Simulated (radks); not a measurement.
Results of a calculation; reference values are marked as such.
The holmium ion Ho+, configuration [Xe] 4f11 6s1. Level of theory: scalar-relativistic Kohn-Sham, SOGGA, spin-polarised, spherical densities, point nucleus; open shells are filled with parallel spins first (spin-orbit coupling, left out, can overturn this in heavy ions) (a radial shooting solver on a logarithmic mesh with Libxc functionals). Some entries of the table are withheld. Estimate them.

orbital,occ.,eigenvalue (eV),r(max) (bohr)
1s up,1,-55484.69,0.01312
1s down,1,-55484.68,0.01312
2s up,1,-9286.029,0.07463
2s down,1,-9285.985,0.07463
2p up,3,-8227.857,0.06061
2p down,3,-8227.823,0.06061
3s up,1,-2079.107,0.2113
3s down,1,-2077.865,0.2113
3p up,3,-1755.800,0.2078
3p down,3,-1754.563,0.2077
3d up,5,-1345.415,0.1696
3d down,5,-1344.462,0.1695
4s up,1,-416.5745,0.4838
4s down,1,-413.9447,0.4838
4p up,3,-310.1746,0.5056
4p down,3,-307.5774,0.5055
4d up,5,-166.5100,0.5230
4d down,5,-163.9505,0.5229
5s up,1,-57.4642,1.133
5s down,1,-56.1179,1.138
5p up,3,-32.8089,(1)
5p down,3,-31.7475,(2)
4f up,7,-10.5448,(3)
6s up,1,-9.2592,(4)
4f down,4,-8.2870,(5)
6s down,0,-8.1030,(6)

Answer. 
(1) 5p up r(max) (bohr): 1.297
(2) 5p down r(max) (bohr): 1.305
(3) 4f up r(max) (bohr): 0.5231
(4) 6s up r(max) (bohr): 3.191
(5) 4f down r(max) (bohr): 0.5244
(6) 6s down r(max) (bohr): 3.182
